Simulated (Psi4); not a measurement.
Interaction energy of H3N ··· HF (SMILES N and F). Monomers: optimised at B3LYP-D3(BJ) (def2-TZVP), held rigid. Orientation: a random orientation, not optimised. Only R, the distance of the centres of mass, is varied, so the lowest point isn't the relaxed dimer.

Geometry at R = 3.43 Å (first 4 atoms: monomer A):
```
6

N      0.0001     0.0021     0.2791
H      0.9369    -0.1060    -0.0927
H     -0.5597    -0.7594    -0.0870
H     -0.3773     0.8633    -0.0993
F     -2.6787     2.0910     0.4095
H     -2.6093     3.0112     0.4649
```

Methods: SAPT0/jun-cc-pVDZ, frozen core (Psi4); MP2/aug-cc-pVTZ = DF-MP2/aug-cc-pVTZ, frozen core, counterpoise-corrected run with Psi4; PBE/def2-TZVP, counterpoise-corrected (Psi4); wB97X-V/def2-TZVP, counterpoise-corrected (Psi4); CCSD(T)/aug-cc-pVDZ = DF-CCSD(T)/aug-cc-pVDZ, frozen core, counterpoise-corrected in Psi4.

Cost and agreement with CCSD(T)/aug-cc-pVDZ over the 12 points of the scan, with CCSD(T)/aug-cc-pVDZ as yardstick. Costs are rough ratios of core time within Psi4 on shared cores, each with its mean field (Kohn-Sham runs search longer for lower solutions than correlated ones do); the miss is the largest difference from CCSD(T) of the interaction energy, in kJ/mol.

Problem. Which of them comes closest to CCSD(T)/aug-cc-pVDZ within 30 times the cost of the cheapest?

Solution. PBE/def2-TZVP, 0.65 kJ/mol off at most.

```tsv
level	relative cost	largest difference
SAPT0/jun-cc-pVDZ	1	1.33
MP2/aug-cc-pVTZ	4	0.78
PBE/def2-TZVP	7	0.65
wB97X-V/def2-TZVP	100	1.30
```

Costs within a factor of two of each other count as equal.
